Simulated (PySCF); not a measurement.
Cr: interval between two levels

Cr [Ar] 3d5 4s1 [7S3, M_J = 3] → Cr [Ar] 3d4 4s2 [5D4, M_J = 4], as a difference of total energies. Computed with PySCF 2.14 in x2c-TZVPall-2c with one added diffuse shell each of s, p, d type (7s8p5d1f, 63 functions), with the two-component X2C-1e Hamiltonian. Correlated levels: [Ne] frozen; the 6 highest virtual spinors dropped. "Screened" scales the spin-orbit matrix elements by Boettger's factors to mimic the two-electron term; Breit and QED terms are absent.

```csv
method,interval between two levels (cm⁻¹),error (cm⁻¹)
GHF (spin-free),7682.7,-625
GMP2 (spin-free),10871,+2564
GHF (screened spin-orbit),7934.5,-373
GMP2 (screened spin-orbit),11125,+2818
```

Reference: 8307.6 cm⁻¹ (measured; NIST Handbook of Basic Atomic Spectroscopic Data (Sansonetti and Martin, J. Phys. Chem. Ref. Data 34, 1559 (2005))).

Errors of the correlated levels include the incompleteness of this basis and the frozen core.

The labels give the starting determinants; with spin-orbit coupling the two ends relaxed to ⟨J²⟩ = 12.00, ⟨L²⟩ = 0.00, ⟨S²⟩ = 12.00 and ⟨J²⟩ = 20.03, ⟨L²⟩ = 6.01, ⟨S²⟩ = 6.02.
